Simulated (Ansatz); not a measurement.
```yaml
crystal:
  periodic: [false, false, false]
  atoms:
    - {symbol: N, position_ang: [-0.437516, -0.460312, -1.690335]}
    - {symbol: C, position_ang: [-0.124698, -0.161027, -0.492158]}
    - {symbol: Si, position_ang: [0.345753, -1.551957, 0.690726]}
    - {symbol: In, position_ang: [-0.146079, 1.953711, 0.145716]}
    - {symbol: H, position_ang: [-0.677801, 0.359814, -2.257880]}
    - {symbol: H, position_ang: [0.296368, -2.894736, 0.058676]}
    - {symbol: H, position_ang: [-0.582599, -1.491529, 1.854324]}
    - {symbol: H, position_ang: [1.716159, -1.268983, 1.201967]}
    - {symbol: H, position_ang: [0.235884, 2.588969, 1.700386]}
    - {symbol: H, position_ang: [-0.625491, 2.926059, -1.211432]}
basis:
  gaussian: {orbitals: def2-mTZVPP}
hamiltonian: {xc: {name: wPBEh}}
accuracy: high
output: {forces: true}
```

```sh
$ ansatz run in.yaml --threads 4 --pin off --events-out ev --progress --plain --max-ram 10444MiB
```

It prints (some lines left out):

```
Functional definition: wPBEh
  name "wPBEh"
  cite "Heyd, Scuseria & Ernzerhof, J. Chem. Phys. 118, 8207 (2003) doi:10.1063/1.1564060"
  cite "Krukau, Vydrov, Izmaylov & Scuseria, J. Chem. Phys. 125, 224106 (2006) doi:10.1063/1.2404663"
  cite "Heyd & Scuseria, J. Chem. Phys. 120, 7274 (2004) doi:10.1063/1.1668634"
  cite "Ernzerhof & Perdew, J. Chem. Phys. 109, 3313 (1998) doi:10.1063/1.476928"
  cite "Perdew, Burke & Ernzerhof, Phys. Rev. Lett. 77, 3865 (1996) doi:10.1103/PhysRevLett.77.3865"
  parent pbe
  parameter a = 0.25
  parameter omega = 0.11/bohr
  exchange = wpbe_x - a*pbe_x_sr(omega) + a*exact_x_sr(omega)
  correlation = pbe_c
2952 factors; integrals over basis functions are off by at most 6.2e-9 eV
134 factors; integrals over basis functions are off by at most 2.1e-9 eV
mean field evaluation 1: about -15662.2822 eV, gradient 5.4e1 eV
mean field evaluation 2: about -15608.4486 eV, gradient 1.2e2 eV
mean field evaluation 4: about -15668.4811 eV, gradient 1.7e1 eV
mean field evaluation 8: about -15669.2875 eV, gradient 7.5e-1 eV
mean field evaluation 16: about -15669.2892 eV, gradient 1.3e-4 eV
mean field -15669.28916117 eV, -575.8357556474 hartree, gradient 2.6e-8 eV, S^2 0.000000; 0 other end points of the search recorded, 0 dependent functions left out
the calculation of the forces begins
reference -15669.28916719 eV, -575.8357558685 hartree; 27, 27 occupied and 109, 109 virtual orbitals, 2952 factors
Total energy: -15669.28916719 eV, -575.8357558685 hartree
Atom 0 at    -0.437516    -0.460312    -1.690335 Å, force    -0.019729     0.002398    -0.072956 eV/Å
Atom 1 at    -0.124698    -0.161027    -0.492158 Å, force     0.000478    -0.033619    -0.007084 eV/Å
Atom 2 at     0.345753    -1.551957     0.690726 Å, force     0.022921    -0.068047     0.058494 eV/Å
Atom 3 at    -0.146079     1.953711     0.145716 Å, force    -0.004018     0.060125     0.002305 eV/Å
Atom 4 at    -0.677801     0.359814    -2.257880 Å, force    -0.000096    -0.015985    -0.003182 eV/Å
Atom 5 at     0.296368    -2.894736     0.058676 Å, force     0.001986     0.014682     0.012151 eV/Å
Atom 6 at    -0.582599    -1.491529     1.854324 Å, force     0.010205    -0.008502    -0.009253 eV/Å
Atom 7 at     1.716159    -1.268983     1.201967 Å, force    -0.011861    -0.010606    -0.003274 eV/Å
Atom 8 at     0.235884     2.588969     1.700386 Å, force     0.007534     0.025427     0.036222 eV/Å
Atom 9 at    -0.625491     2.926059    -1.211432 Å, force    -0.007420     0.034127    -0.013423 eV/Å
Dipole moment:     0.020889     0.274385     0.166044 e Å
```

Run time 2.8 s (4 threads of an AMD EPYC 9R45 on a shared host); peak host memory 0.71 GiB.
